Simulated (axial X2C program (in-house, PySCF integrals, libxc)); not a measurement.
## Bond lengths and stretching modes, held linear, of AsOH⁺

Calculated with an axial X2C code built on PySCF integrals: two-component X2C with atomic mean-field Coulomb and Gaunt terms, Gaussian nuclei, basis As dyall-v3z, O dyall-av3z, H dyall-v3z with contracted cores. Spin-free rows use the one-electron spin-free X2C Hamiltonian.

Masses As 74.922, O 15.995, H 1.008 u. States: 2c Ω = 1/2 (beyond evenly filled blocks: ω = 1/2); spin-free M_S = 1/2, Λ = 1 (beyond evenly filled blocks: π+α).

HF, 2c: energies above the lowest point

```json
{"r(As–O) (Å)": "1.6058", "r(O–H) (Å)": "0.9438", "E (meV)": "0.00"}
{"r(As–O) (Å)": "1.6058", "r(O–H) (Å)": "0.9680", "E (meV)": "10.24"}
{"r(As–O) (Å)": "1.6058", "r(O–H) (Å)": "0.9922", "E (meV)": "49.65"}
{"r(As–O) (Å)": "1.6470", "r(O–H) (Å)": "0.9438", "E (meV)": "5.77"}
{"r(As–O) (Å)": "1.6470", "r(O–H) (Å)": "0.9680", "E (meV)": "15.84"}
{"r(As–O) (Å)": "1.6470", "r(O–H) (Å)": "0.9922", "E (meV)": "55.12"}
{"r(As–O) (Å)": "1.6470", "r(O–H) (Å)": "1.0164", "E (meV)": "119.01"}
{"r(As–O) (Å)": "1.6882", "r(O–H) (Å)": "0.9438", "E (meV)": "88.67"}
{"r(As–O) (Å)": "1.6882", "r(O–H) (Å)": "0.9680", "E (meV)": "98.54"}
{"r(As–O) (Å)": "1.6882", "r(O–H) (Å)": "0.9922", "E (meV)": "137.66"}
{"r(As–O) (Å)": "1.7294", "r(O–H) (Å)": "0.9680", "E (meV)": "242.51"}
{"r(As–O) (Å)": "1.7294", "r(O–H) (Å)": "1.0164", "E (meV)": "344.99"}
```

Fit a quadratic surface with cubic terms in each bond: where is the minimum, and what are the two stretching wavenumbers?

At HF, 2c: bonds 1.623 and 0.948 Å; harmonic stretches 996.5 and 4026.3 cm⁻¹; force constants 8.14, 9.02 and coupling -0.03 mdyn/Å.

The other levels and Hamiltonians give:

```tsv
Hamiltonian	level	r(As–O) (Å)	r(O–H) (Å)	lower stretch (cm⁻¹)	upper stretch (cm⁻¹)
2c	PBE0	1.647	0.967	933.6	3801.4
2c	LDA	1.651	0.982	911.8	3639.0
2c	MP2	1.656	0.970	924.5	3758.0
spin-free	PBE0	1.646	0.967	933.9	3799.5
spin-free	HF	1.622	0.948	997.3	4024.7
spin-free	LDA	1.650	0.982	912.2	3637.1
spin-free	MP2	1.655	0.971	924.6	3755.8
```

Each state is one determinant, the lowest of a limited PBE0 search; the stretches come from a fit to these few points and carry an uncertainty of a few per cent. Other orders of the atoms were not compared. MP2 freezes inner shells (threshold -2 hartree). The molecule was held linear; bending was not examined, so a bent shape may lie lower. Note: functional without a current term on a determinant with orbital currents, of the molecule or an atom.
